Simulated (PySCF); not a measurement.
# C₆ coefficients of unlike pairs at M06-L

Calculated with PySCF 2.14 from the dipole response of each species, C₆(A,B) = (3/π) ∫ α_A(iu) α_B(iu) du, in atomic units, from isotropic polarisabilities. For ions this is the dispersion term alone; charge-induced terms of lower order in 1/R come first.

```json
{"species": "F³⁺", "configuration": "[He] 2s2 2p2 (3P)", "basis": "x2c-TZVPPall with one added diffuse shell each of s, p, d type (6s4p3d1f)", "relativity": "spin-free X2C", "α (bohr³)": "0.9868", "C₆ (like pair)": "0.9060"}
{"species": "Al²⁺", "configuration": "[Ne] 3s1 (2S)", "basis": "aug-cc-pVDZ-DK (5s4p2d)", "relativity": "spin-free X2C", "α (bohr³)": "13.56", "C₆ (like pair)": "35.95"}
{"species": "Br³⁺", "configuration": "[Ar] 3d10 4s2 4p2 (3P)", "basis": "aug-cc-pwCVDZ-PP with ECP10MDF (6s5p4d1f)", "relativity": "core potential", "α (bohr³)": "5.832", "C₆ (like pair)": "21.86"}
{"species": "Si³⁺", "configuration": "[Ne] 3s1 (2S)", "basis": "dyall-acv3z (19s12p6d4f)", "relativity": "spin-free X2C", "α (bohr³)": "6.374", "C₆ (like pair)": "11.69"}
```

(1) Estimate C₆ for Br³⁺ with F³⁺.

No spin-orbit coupling is included.

The other pairs:

| pair | C₆ |
| --- | --- |
| Si³⁺, Al²⁺ | 20.02 |
| Al²⁺, F³⁺ | 4.251 |
| Si³⁺, Br³⁺ | 14.97 |
| Br³⁺, Al²⁺ | 23.66 |
| Si³⁺, F³⁺ | 2.803 |

## Answers

(1) The integral gives 4.337. The combination rule 2 C_A C_B / (C_A α_B/α_A + C_B α_A/α_B) gives 4.375 and the geometric mean 4.450.
